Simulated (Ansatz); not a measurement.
`Cl[SiH](Cl)[O][GeH3]` + `C=N` → `C=[N][GeH3]` + `O[SiH](Cl)Cl`  (ligand exchange at a Ge–O bond)

Calculated with Ansatz (gas phase, PBE0-D4/def2-TZVP geometries, no zero-point term in ΔE). CCSD(T)/CBS is the MP2 limit (def2-TZVPP, def2-QZVPP) plus CCSD(T) − MP2 in def2-TZVPP, frozen cores. This one scheme is used for every species. DFT in def2-TZVPP. HSE06 is defined as in plane-wave codes. For Ge outer-core shells are correlated without core-valence functions, which leaves a few kJ/mol of doubt a bond. Scalar relativity is left out up to krypton. One conformer a species, not always the lowest.

`Cl[SiH](Cl)[O][GeH3]`:

```xyz
9

Cl    0.449    1.207   -2.258
Si    0.900   -0.454   -1.148
Cl    2.703   -0.115   -0.243
O    -0.242   -0.726   -0.056
Ge   -1.056    0.253    1.205
H     1.030   -1.609   -2.047
H    -0.091    1.360    1.649
H    -2.329    0.821    0.568
H    -1.364   -0.737    2.331
```

`C=N`:

Z-matrix (Å, degrees):
```
C
N 1 1.261
H 1 1.096 2 124.9
H 1 1.092 2 118.8 3 -180.0
H 2 1.021 1 111.0 3 -0.0
```

`C=[N][GeH3]`:

Z-matrix (Å, degrees):
```
Ge
N 1 1.863
H 1 1.534 2 107.5
H 1 1.534 2 107.4 3 -118.6
H 1 1.546 2 110.2 3 120.7
C 2 1.258 1 119.3 3 -120.8
H 6 1.097 2 119.6 1 180.0
H 6 1.103 2 125.1 1 0.0
```

`O[SiH](Cl)Cl`:

Cartesian coordinates in Å:
```
O -0.951 -0.924 -0.194
Si 0.038 0.284 0.241
Cl 0.347 1.579 -1.306
Cl 1.863 -0.426 0.818
H -0.699 -1.501 -0.918
H -0.598 0.988 1.360
```

```csv
level,ΔE (kJ/mol)
BLYP-D4,43.2
HSE06-D4,40.8
r2SCANh,41.6
CCSD/def2-SVP,56.4
```

What does CCSD(T)/CBS give? (Estimate.)

The calculation gave: +45.4 kJ/mol. The listed levels differ from it by -2.2, -4.6, -3.8, 11.0 kJ/mol.

Largest T1 diagnostic among the species: 0.013.

The D4 term adds +4.9 kJ/mol with B3LYP and +3.0 kJ/mol with PBE0; it sums over pairs of atoms, weighted by their polarisabilities, and B3LYP, whose exchange is more repulsive, gets the larger term. From BLYP to BHLYP (50 % exact exchange), in def2-TZVPP and without D4, ΔE moves by +8.8 kJ/mol. In def2-TZVPP, CCSD(T) changes the Hartree–Fock value by −8.4 kJ/mol (the triples alone add −1.5 kJ/mol) and MP2 by −10.9 kJ/mol.

B3LYP here is the variant with VWN-RPA as its local correlation; programs differ in this.
